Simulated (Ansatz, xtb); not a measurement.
C6H6B2: which of two isomers lies lower

Structure X is `BC1=CB(C#C)C=C1`, a singlet and structure Y is `BC1=C(C#C)BC=C1`, a singlet. Both are isolated molecules in the gas phase, relaxed with PBE0-D3(BJ)/def2-SVP; the shapes shown needn't be the lowest conformers.

X (Å):

```yaml
atoms:
  - { symbol: C, position_ang: [-0.7183, -0.5069, -1.8461] }
  - { symbol: C, position_ang: [0.3395, -1.3483, -1.9954] }
  - { symbol: C, position_ang: [1.7467, -2.9657, -0.2167] }
  - { symbol: C, position_ang: [2.6309, -3.7653, 0.0456] }
  - { symbol: C, position_ang: [-0.4103, -1.3283, 0.3881] }
  - { symbol: C, position_ang: [-1.1505, -0.5154, -0.3938] }
  - { symbol: B, position_ang: [-1.3432, 0.3048, -2.9985] }
  - { symbol: B, position_ang: [0.6549, -1.9749, -0.5533] }
  - { symbol: H, position_ang: [-0.8777, 0.1985, -4.1094] }
  - { symbol: H, position_ang: [-2.2856, 1.0422, -2.8154] }
  - { symbol: H, position_ang: [0.8327, -1.5152, -2.9560] }
  - { symbol: H, position_ang: [3.4095, -4.4701, 0.2791] }
  - { symbol: H, position_ang: [-0.5764, -1.4609, 1.4580] }
  - { symbol: H, position_ang: [-1.9925, 0.0992, -0.0560] }
```

Y (Å):

```tsv
atom	x (Å)	y (Å)	z (Å)
C	-0.7490	-0.0870	0.3399
C	0.6183	0.0150	0.2298
C	1.4578	0.9539	0.8490
C	2.2482	1.7338	1.3503
C	-0.2051	-1.8958	-1.1548
C	-1.2001	-1.2464	-0.5069
B	-1.6557	0.8266	1.1823
B	1.1059	-1.1713	-0.7680
H	-1.1694	1.7272	1.8219
H	-2.8525	0.6480	1.2074
H	2.9296	2.4312	1.8020
H	2.2447	-1.3877	-1.0944
H	-0.3738	-2.7549	-1.8052
H	-2.2642	-1.5039	-0.5610
```

**Question.** Which of the two would you expect CCSD(T)/def2-SVP + ΔMP2/def2-TZVPP electronic energies to favour?

**Answer.** Structure X; the calculation gives E(Y) − E(X) = +0.588 eV.

Level by level:

| level | geometry | E(Y) − E(X) (eV) | departure from the last row (eV) | job, with rough time for the two |
| --- | --- | --- | --- | --- |
| GFN2-xTB | GFN2-xTB | −0.250 | −0.838 | optimisation, 0.17 s |
| HF/STO-3G | GFN2-xTB | +0.571 | −0.017 | single point, 0.46 s |
| r2SCAN-D4/def2-SVP | GFN2-xTB | +0.480 | −0.108 | single point, 3.5 s |
| PBE0-D3(BJ)/def2-SVP | PBE0-D3(BJ)/def2-SVP | +0.485 | −0.103 | optimisation, 60 s |
| HF/def2-SVP | PBE0-D3(BJ)/def2-SVP | +0.625 | +0.037 | part of the CCSD(T) run |
| MP2/def2-SVP | PBE0-D3(BJ)/def2-SVP | +0.515 | −0.073 | part of the CCSD(T) run |
| CCSD(T)/def2-SVP | PBE0-D3(BJ)/def2-SVP | +0.555 | −0.033 | single point |
| CCSD(T)/def2-SVP + ΔMP2/def2-TZVPP | PBE0-D3(BJ)/def2-SVP | +0.588 |  | single point, 76 s |

As drawn, Y has 1 C–C, 1 B–H in place of 1 C–B, 1 C–H.

GFN2-xTB puts the two in the other order. The largest departure from CCSD(T)/def2-SVP + ΔMP2/def2-TZVPP is that of GFN2-xTB, 0.838 eV. The last row adds to CCSD(T) the change of the MP2 difference between the two basis sets, here +0.033 eV.

With thermal terms from frequencies at re-optimised GFN2-xTB minima (ideal gas, soft modes damped towards free rotors, one conformer each, 298.15 K, 1 atm): the zero-point term adds −0.049 eV; ΔH is +0.539 and ΔG +0.549 eV.

The correlated steps freeze 8 core orbitals. Codes used: Ansatz 0.2.0, xtb 6.7.1; the last row on 2 threads of Intel(R) Xeon(R) 6975P-C (Granite Rapids) on a shared host.
